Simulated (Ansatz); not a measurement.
**BFGe2H4: where a starting geometry ends**

The starting geometry of this gas-phase singlet was optimised with r2SCAN-D4.

```xyz
8

B    -0.1927   -0.8343    0.4578
F    -0.7607   -1.4344   -0.5577
Ge    0.4895    0.0807    2.0106
Ge    2.1233    0.1812    0.0446
H     0.4644   -1.6236    1.3803
H     2.2022    1.6875   -0.2562
H     3.5041   -0.3182    0.5070
H     1.8206   -0.5329   -1.2913
```

Task: Where would you expect an optimisation with B3LYP/6-31G* to take it?

Result: A bond breaks, leaving `F[BH][Ge][GeH3]`. Distances that change by over a tenth: B1–H5 (1.38 → 1.21 Å). Contacts that open: Ge3–H5 (1.82 → 2.89 Å).

The energy falls by 0.16 eV over 33 steps:

```
step  E − E(last) (eV)
   1             0.157
   5             0.100
   8             0.087
  12             0.029
  15             0.009
  19             0.006
  22             0.004
  26             0.000
  29             0.000
  33             0.000
```

Final geometry (Å):

```xyz
8

B    -0.3100   -1.1936    0.6894
F    -1.1995   -0.7905   -0.2186
Ge    0.7035    0.1006    1.9944
Ge    2.3697    0.2730    0.0968
H    -0.0918   -2.3797    0.7519
H     1.9532    1.5791   -0.6394
H     3.8253    0.4686    0.5942
H     2.4003   -0.8515   -0.9736
```

Frequencies at the end are all real (lowest 54 cm⁻¹). Run with Ansatz 0.2.0, 66 s on 2 threads of Intel(R) Xeon(R) 6975P-C (Granite Rapids) (shared host).
